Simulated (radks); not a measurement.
Spherical quantum dot in the effective-mass picture: electrons in a parabolic well V = omega^2 r^2 / 2 with omega = 0.192, all in effective atomic units (hartree* = m*/eps^2 hartree, bohr* = eps/m* bohr), one dielectric constant everywhere. Calculated with a radial shooting solver with Libxc functionals: non-relativistic Kohn-Sham, exchange-only LDA, spin-polarised, spherical densities. Levels are named by radial order and angular momentum (1s, 1p, 1d, 2s, ...), and open shells are averaged over m.

N = 9, configuration 1s2 1p6 1d(up 1, down 0). This is the lowest configuration that the search found. Occupied and some empty levels:

level    occupation  eigenvalue (hartree*)  <r> (bohr*)
1s up             1                 2.0073        4.181
1s down           1                 2.0161        4.075
1p up             3                 2.0813        4.958
1p down           3                 2.0940        4.910
1d up             1                 2.1744        5.521
1d down           0                 2.1889        5.504
2s up             0                 2.2193        4.598
2s down           0                 2.2263        4.633
1f up             0                 2.2823        5.985
1f down           0                 2.2974        5.986
2p up             0                 2.3386        5.284
2p down           0                 2.3470        5.291

Energy (hartree*): total 11.5880, kinetic 1.0563, external 4.2147, Hartree 7.5453, exchange-correlation -1.2283.

Electron density:

r (bohr*)  n(r) (e/bohr*^3)
0.455              0.005636
1.22               0.006747
1.98               0.008423
2.73               0.009948
3.50                0.01056
4.25               0.009723
5.01               0.007526
5.78               0.004735
6.54               0.002352
7.29              0.0009052
8.05              0.0002678
8.81             0.00006081
9.57             0.00001066
